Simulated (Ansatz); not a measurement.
A thermochemical cycle in electronic energies (no zero-point or thermal terms), species as SMILES, kcal/mol. Geometries: B3LYP-D3(BJ)/def2-TZVP minima from Ansatz (a first-principles code). Cores are frozen in the correlated levels unless marked. UHF or UKS for open shells. No spin-orbit coupling. No relativistic terms. CBS(X,Y): correlation extrapolated as X^-3; Hartree-Fock from the larger set. Anions need diffuse functions, of which def2-TZVPD holds fewer than the aug- sets.

```tsv
step	CCSD(T)/CBS(aug-cc-pV(T+d)Z,aug-cc-pV(Q+d)Z) (Ansatz)	wB97M-V/def2-TZVPD (Ansatz)
bond energy D: F[SiH2][SiH3] → F[SiH][SiH3] + H atom	95.7	95.1
deprotonation energy A: F[SiH2][SiH3] -> F[SiH-][SiH3] + H+	368.4	362.9
ionisation of the H atom at the same level, IE	313.7	310.1
```

Find the electron affinity EA, positive where the anion is bound: F[SiH][SiH3] + e- → F[SiH-][SiH3].

Breaking the bond, ionising the H atom and attaching the electron to the radical add up to the deprotonation, A = D + IE - EA. At CCSD(T)/CBS(aug-cc-pV(T+d)Z,aug-cc-pV(Q+d)Z): EA = D + IE - A = 95.7 + 313.7 - 368.4 = 41.0. At wB97M-V/def2-TZVPD: EA = D + IE - A = 95.1 + 310.1 - 362.9 = 42.3. The functional differs from the first level by -0.6 in D, +1.3 in EA and -5.5 in A; for EA and A the gap mixes functional and basis. The site is the one shown; other sites or isomers of the anion may lie lower.
